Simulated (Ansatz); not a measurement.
```yaml
crystal:
  periodic: [false, false, false]
  atoms:
    - {symbol: O, position_ang: [-1.228397, -1.471395, 2.466400]}
    - {symbol: Al, position_ang: [0.113987, -0.600733, 1.911313]}
    - {symbol: O, position_ang: [1.533562, -0.323827, 3.020450]}
    - {symbol: O, position_ang: [-0.500650, 0.946321, 1.151104]}
    - {symbol: C, position_ang: [-0.629559, 1.235037, -0.107768]}
    - {symbol: C, position_ang: [-1.069009, 2.624651, -0.506167]}
    - {symbol: F, position_ang: [-0.254365, 3.505179, 0.150895]}
    - {symbol: F, position_ang: [-1.290949, 2.703938, -1.783873]}
    - {symbol: F, position_ang: [-2.454254, 2.629294, 0.163232]}
    - {symbol: C, position_ang: [-0.190661, 0.218507, -1.183044]}
    - {symbol: C, position_ang: [0.540903, -0.778509, -0.781661]}
    - {symbol: C, position_ang: [1.004188, -1.928755, -1.938170]}
    - {symbol: F, position_ang: [2.172918, -1.904685, -1.899592]}
    - {symbol: F, position_ang: [0.505651, -1.346850, -3.201666]}
    - {symbol: F, position_ang: [0.297338, -3.061725, -1.799296]}
    - {symbol: O, position_ang: [0.660187, -1.468653, 0.250378]}
    - {symbol: H, position_ang: [-1.175393, -2.004764, 3.140484]}
    - {symbol: H, position_ang: [2.100877, 0.188929, 2.594246]}
    - {symbol: H, position_ang: [-0.262368, 0.661298, -2.171465]}
basis:
  gaussian: {orbitals: aug-cc-pVDZ}
hamiltonian: {xc: {name: wB97X-D}, dispersion: d3bj}
scf: {lower_state_search: off}
output: {forces: true}
```

```sh
$ ansatz run in.yaml --threads 11 --pin off --events-out ev --progress --plain --max-ram 166912MiB --backend cuda --devices 0, --max-vram 75GiB
```

It prints (some lines left out):

```
Error: YAML parse error: error: line 25 column 19: hamiltonian.xc: no functional is named "wB97X-D"; the names, which are not case-sensitive, are SVWN5, SPW92, PBE, PBE0, PBEsol, revPBE, revPBE0, RPBE, rPW86-PBE, HSE06, wPBEh, LC-wPBE, HISS, HF, BLYP, B3LYP, B3LYP5, BHLYP, CAM-B3LYP, r2SCAN, r2SCANh, r2SCAN0, r2SCAN50, m-r2SCAN, B97, wB97, wB97X, wB97X-V, B97M-V, wB97M-V, B2PLYP, B2GP-PLYP, PBE0-DH, PBE-QIDH
23 | basis:
24 |   gaussian: {orbitals: aug-cc-pVDZ}
25 | hamiltonian: {xc: {name: wB97X-D}, dispersion: d3bj}
26 | scf: {lower_state_search: off}
27 | output: {forces: true}
```

**Question.** Something in this input is off. What?

**Answer.** The method's name isn't one that the program takes here. The input was rejected before any iteration.

HSE06 is defined as in plane-wave codes.
